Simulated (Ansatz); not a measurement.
Reactions of `CC[Se][SiH2]C`.

Calculated with Ansatz (gas phase, PBE0-D4/def2-TZVP geometries, no zero-point term in ΔE). CCSD(T)/CBS adds triple-zeta CCSD(T) − MP2 to the extrapolated MP2 energy (def2 sets, frozen cores). This one scheme is used for every species. Functionals use def2-TZVPP. B3LYP here is the variant with VWN-RPA as its local correlation; programs differ in this. Triplets are unrestricted, without spin–orbit coupling. For Se outer-core shells are correlated without core-valence functions, which leaves a few kJ/mol of doubt a bond. Scalar relativity is left out up to krypton. Each species was taken in one conformer, which may not be the lowest.

| reaction | CCSD(T)/CBS(def2) (eV) |
| --- | --- |
| `CC[Se][SiH2]C` + CH₄ → `C[SiH2][Se]C` + `CC` | 0.13 |
| `CC[Se][SiH2]C` → `C[SiH2][Se]C` + `[CH2]` (triplet) | 4.55 |
| `CC[Se][SiH2]C` + H₂ → `C[SiH2][Se]C` + CH₄ | ? |
| `CC[Se][SiH2]C` → `CC[Se][SiH3]` + `[CH2]` (triplet) | 4.99 |
| `CC[Se][SiH2]C` + HCl → `C[SiH2]Cl` + `CC[SeH]` | -0.37 |

Fill in the missing values. (Best estimate.)

The calculation gave: `CC[Se][SiH2]C` + H₂ → `C[SiH2][Se]C` + CH₄: -0.67 eV.

Largest T1 diagnostic: 0.011, for `[CH2]` (triplet).
